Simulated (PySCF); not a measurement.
In(H)(Cl)(OMe) (CH₄ClInO), SMILES [Cl][InH][O]C.

The structure is a stationary point at PBE0-D3(BJ)/def2-SVP. The structure was generated by enumeration; whether it is a known compound was not checked. The def2 effective core potentials stand for the cores of In; spin–orbit coupling is left out. One conformer was computed; it need not be the lowest.

Two levels are set side by side: PBE/def2-TZVP (PySCF) and r2SCAN/def2-TZVP (PySCF). Same geometry, gas phase. Differences are taken from unrounded values.

```
quantity                       PBE
---------------------------  -----
orbital gap (eV)              3.87
highest occupied level (eV)  -6.29
lowest empty level (eV)      -2.42
dipole moment (D)             3.06
mean polarisability (bohr³)   68.2
```

**Question.** These are the PBE values. What does r2SCAN give? (The exact figures need the calculation; the answer reports its results.)

**Answer.** 
```
quantity                     r2SCAN  PBE minus r2SCAN
---------------------------  ------  ----------------
orbital gap (eV)               4.41             -0.53
highest occupied level (eV)   -6.58              0.28
lowest empty level (eV)       -2.17             -0.25
dipole moment (D)              3.20             -0.14
mean polarisability (bohr³)    65.8               2.5
```

Rough cost on one machine, each run with all the roots and properties that it gave: r2SCAN against PBE about 4 times.
